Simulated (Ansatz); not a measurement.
Z-matrix (Å, degrees):
```
Mo
O 1 1.663
F 1 1.836 2 109.7
F 1 1.836 2 109.7 3 -122.6
O 1 1.663 2 106.6 3 118.7
```

Charge 0, multiplicity 1. Mo takes the def2 core potential.

Task: List the CAM-B3LYP/def2-TZVPP orbital energies in eV (Ansatz). (An estimate is asked.)

Result: Ansatz gave: Occupied: -674.73, -674.73, -524.41, -524.41, -77.20, -50.22, -50.13, -49.89, -34.97, -34.76, -28.54, -28.34, -16.56, -16.37, -15.88, -15.88, -15.68, -14.63, -14.44, -13.79, -13.10, -12.68, -12.55, -11.56. Lowest empty: -2.17, -1.74, -0.71, -0.19, 0.42, 0.65, 1.50, 1.56.
